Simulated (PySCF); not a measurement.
Molecule: `[H]/N=C\[SiH2]C#C[SiH3]`, C3H7NSi2.

Bonds (- single, = double, # triple, : aromatic): N1=C2 1.271 Å, C2-Si3 1.903 Å, Si3-C4 1.835 Å, C4#C5 1.225 Å, C5-Si6 1.839 Å. N1 carries H7; C2 carries H8; Si3 carries H9, H10; Si6 carries H11, H12, H13. Stereochemistry as in [H]/N=C\[SiH2]C#C[SiH3].

Geometry PBE0-D3(BJ)/def2-SVP throughout; GIAO in PySCF, gas phase, one conformer, non-relativistic; equivalent atoms averaged; functional PBE0.

For orientation, 6-311+G(2d,p) gives these absolute shieldings σ: N1 -174.0, C2 0.8, C4 75.3, Si3 421.6, Si6 440.6, H7 18.74, H8 22.27, H9/H10 26.70, H11/H12/H13 26.97 ppm.

A run gave: N1 -195.5, C2 -0.9, C4 71.7, Si3 428.5, Si6 447.8, H7 17.84, H8 22.30, H9/H10 26.76, H11/H12/H13 27.00 ppm (absolute shieldings σ).

Which basis set was used in that run?
A. 6-31G
B. def2-TZVP
C. pcSseg-1
D. 6-31G*
E. STO-3G

Results:

C. Si6 tells them apart best: pcSseg-1 gives 447.8, def2-TZVP gives 426.8, 6-31G* gives 481.8, STO-3G gives 602.3, 6-31G gives 511.3 ppm.
